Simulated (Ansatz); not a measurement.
# Ligand exchange: C2H7NSn + C4H8O → C2H6OSn + C4H9N

Species: C2H7NSn `C[CH2][Sn][NH2]`, singlet; C4H8O (cyclobutanol) `OC1CCC1`, singlet; C2H6OSn `C[CH2][Sn][OH]`, singlet; C4H9N (cyclobutylamine) `NC1CCC1`, singlet. The partners trade NH2 for OH: Sn–NH2 and C–OH bonds give way to Sn–OH and C–NH2.

Shapes, held fixed at every level: PBE0-D4/def2-TZVP. Flexible molecules stand in one conformer, not always the lowest. Programs: Ansatz 0.2.0. The zero-point and thermal change to 298 K, harmonic and unscaled (PBE0-D4/def2-TZVP), is +0.8 kJ/mol.

Problem. Estimate ΔH(298 K) of this reaction.

Solution. The highest level, CCSD(T)/def2-TZVPP, gives ΔH(298 K) = -24.2 kJ/mol; the levels span -26.9 to -23.6. The column of differences is taken from that level and isn't an error. No measured value is set beside it here. For atoms past krypton def2 sets carry core potentials with scalar relativity. Outer-core shells of Sn are correlated in most correlated rows, in sets that cover them unevenly. Times are processor times on shared x86 and Arm servers, and rough.

```
                level                    kind  ΔH(298 K) (kJ/mol)  less CCSD(T)/def2-TZVPP  CPU time (sum over the molecules)
     SPW92/def2-TZVPP                     LDA               -24.5                     -0.3                               22 s
   PBE0-D4/def2-TZVPP           global hybrid               -25.1                     -0.9                               49 s
r2SCAN0-D4/def2-TZVPP           global hybrid               -24.0                     +0.2                               73 s
   wB97M-V/def2-TZVPP  range-separated hybrid               -26.2                     -2.0                            3.1 min
   wB97X-V/def2-TZVPP  range-separated hybrid               -26.9                     -2.7                            2.2 min
     CCSD(T)/def2-SVP   coupled cluster or CI               -23.6                     +0.6                            1.9 min
        CCSD/def2-SVP   coupled cluster or CI               -24.2                      0.0                                  –
   CCSD(T)/def2-TZVPP   coupled cluster or CI               -24.2                      0.0                             36 min
```
